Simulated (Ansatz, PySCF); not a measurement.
Process, species as SMILES: O=BB=O [oxo(oxoboranyl)borane] + 2 B (BH3) -> 2 B=O (HBO) + BB (B2H4)
Structures are relaxed separately at B3LYP-D3(BJ)/def2-TZVP in Ansatz (a first-principles code), one conformer each, not searched for the lowest. Frequencies are from Ansatz or PySCF.

Wanted: bond separation energy (enthalpy at 298 K, with B3LYP-D3(BJ) rigid-rotor harmonic-oscillator terms), in eV. Correlated levels leave the core frozen unless marked. Spin-orbit coupling is left out. Non-relativistic. Basis-set limits of correlation are two-point, X^-3; Hartree-Fock from the larger set.

CCSD(T)/CBS(cc-pVTZ,cc-pVQZ) (Ansatz) gives -0.14 eV.

### Question
Another calculation gave -0.12 eV. Which level was it?
(A) B2GP-PLYP/def2-TZVPD (Ansatz)
(B) SVWN5/def2-TZVPD (Ansatz)
(C) PBE/def2-TZVPD (Ansatz)

### Answer
A, B2GP-PLYP/def2-TZVPD (Ansatz). The others give -0.27 (PBE), -0.40 (SVWN5) eV.
